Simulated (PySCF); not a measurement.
These are ωB97X-D3(BJ)/def2-TZVP // PBE0-D3(BJ)/def2-TZVP (PySCF 2.14.0) values and carry that method's errors. Gas-phase values, no solvent. One relaxed conformer stands for a flexible species; it need not be the lowest. Delta-SCF ions had no search for a lower state. 

Reference species (SMILES): `NC=C=C` (neutral, multiplicity 1).

The HOMO–LUMO gap is 10.60 eV and the vertical ionisation energy (Delta-SCF) is 8.30 eV. The S1 oscillator strength comes out as 0.000.

Changed species: `C=C=CO[SiH3]` (X = siloxy; the reference has X = amino).

Q: Give the shifts of the HOMO–LUMO gap, vertical ionisation energy (Delta-SCF) and S1 oscillator strength.

A: the HOMO–LUMO gap goes up by 0.28 eV, to 10.88 eV; the vertical ionisation energy (Delta-SCF) goes up by 0.71 eV, to 9.01 eV; the S1 oscillator strength stays essentially unchanged.
